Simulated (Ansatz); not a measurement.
`BC(F)[SiH2][SiH3]` + `N[SiH2]F` → `BN[SiH2]F` + `FC[SiH2][SiH3]`  (ligand exchange at a B–C bond)

Gas-phase electronic energies from Ansatz, PBE0-D4/def2-TZVP geometries. CCSD(T)/CBS adds triple-zeta CCSD(T) − MP2 to the extrapolated MP2 energy (def2 sets, frozen cores). One conformer a species, not always the lowest.

```json
{"species": "`BC(F)[SiH2][SiH3]`", "CCSD(T)/CBS(def2) energy (Eh)": "-745.56431"}
{"species": "`N[SiH2]F`", "CCSD(T)/CBS(def2) energy (Eh)": "-446.07709"}
{"species": "`BN[SiH2]F`", "CCSD(T)/CBS(def2) energy (Eh)": "-471.49877"}
{"species": "`FC[SiH2][SiH3]`", "CCSD(T)/CBS(def2) energy (Eh)": "-720.18634"}
```

**Question.** Work out ΔE.

**Answer.** ΔE = (-471.49877) + (-720.18634) − (-745.56431) − (-446.07709) = -0.04371 Eh = -114.8 kJ/mol.

Largest T1 diagnostic among the species: 0.014.

In def2-TZVPP, CCSD(T) changes the Hartree–Fock value by +17.2 kJ/mol (the triples alone add +2.6 kJ/mol) and MP2 by +17.3 kJ/mol. From PBE to PBE0 (25 % exact exchange), in def2-TZVPP and without D4, ΔE moves by −4.8 kJ/mol.
